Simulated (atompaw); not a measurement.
## silicon (Si): PAW (atompaw) pseudisation with PBEsol, scalar-relativistic reference atom.

| Item | Value |
| --- | --- |
| Element | silicon |
| Generator | atompaw 4.2.0.5 |
| Type | PAW |
| Functional | PBEsol |
| Relativity | scalar-relativistic |
| Frozen core | [Ne] |
| Valence charge | 4 |
| Reference configuration | 3s2 3p2 |
| Partial waves | 3s (bound): rc 1.70 bohr; 3s channel at -0.45 Ry: rc 1.70 bohr; 3p (bound): rc 1.70 bohr; 3p channel at 3.05 Ry: rc 1.70 bohr |
| Local potential | ultrasoft scheme with l = 2 at -0.5 Ry, radius 1.14 bohr |
| Core correction | smooth core density matched at 1.65 bohr |
| Augmentation charge | sinc compensation charge, radius 1.50 bohr; PAW radius 1.70 bohr; waves and projectors: custom rrkj gramschmidtortho |

All-electron outer shells of the reference configuration (PBEsol, scalar-relativistic, ld1.x):

```tsv
shell	level (eV)	outermost node (bohr)	outermost maximum (bohr)
2s	-139.13	0.15	0.45
2p	-95.42	–	0.39
3s	-10.77	0.72	1.80
3p	-4.06	0.72	2.17
```

Task: Does the generator finish with these settings?

Result: Yes, a potential is produced.

Task: Estimate the cutoffs (Ry, on a coarse ladder) from which the occupation-weighted sum of valence levels, in a spherical-Bessel basis at the reference potential, stays within 10 and 1 mRy of its value at 400 Ry.

Result: 10 Ry and 15 Ry.

Task: What does a ghost test show?

Result: No extra level below or beside the all-electron valence levels (s, p, d, f tested).

Task: Is the overlap operator S = 1 + Σ q|β⟩⟨β| positive definite (Bessel basis up to 400 Ry)?

Result: Yes: its lowest eigenvalue is 0.40 (s channel).

Task: Which valence shell sets the plane-wave cutoff?

Result: 3s: its level needs 12 Ry to come within 1 mRy, against 8 Ry for 3p.
